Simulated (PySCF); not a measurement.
Bonds: Al1-C2, Al1-C6, Al1-N10, N10-C11, N10-C13, C11-C12, C13-C14. C2 carries H3, H4, H5; C6 carries H7, H8, H9; C11 carries H15, H16; C12 carries H17, H18, H19; C13 carries H20, H21; C14 carries H22, H23, H24.

PySCF 2.14 calculation with PBE0-D3(BJ)/def2-SVP structure and shieldings: GIAO B3LYP/pcSseg-1 (pcSseg-2 on Al); no relativistic terms, gas phase, one averaged value for each set of equivalent atoms, one computed conformer.

References, each an isolated molecule treated in the same way: TMS for ¹³C, ¹H; ²⁷Al vs [Al(H2O)6]3+; NH3 for ¹⁵N.

| atoms | nucleus | count | δ (ppm) |
| --- | --- | --- | --- |
| C11/C13 | ¹³C | 2 | 42.9 |
| N10 | ¹⁵N | 1 | ? |
| C12/C14 | ¹³C | 2 | 18.9 |
| C2/C6 | ¹³C | 2 | ? |
| Al1 | ²⁷Al | 1 | 259.7 |
| H15/H16/H20/H21 | ¹H | 4 | 2.88 |
| H17/H18/H19/H22/H23/H24 | ¹H | 6 | 0.96 |
| H3/H4/H5/H7/H8/H9 | ¹H | 6 | -0.42 |

Fill in the missing shifts.

Results:


- C2/C6: -14.2 ppm, carbon bonded to Al, 3 H
- N10: 116.7 ppm, nitrogen bonded to 2 C, Al

Shifts are as computed, not scaled to solution data. Of 1313 compounds with measured shifts, 239 miss one by over three times the rms of a fit or turn the order of signals round; such compounds aren't used in these exercises. Experimental scales use liquid or dissolved standards, which lie at an offset from isolated NH3 (liquid NH3: subtract about 20 ppm).
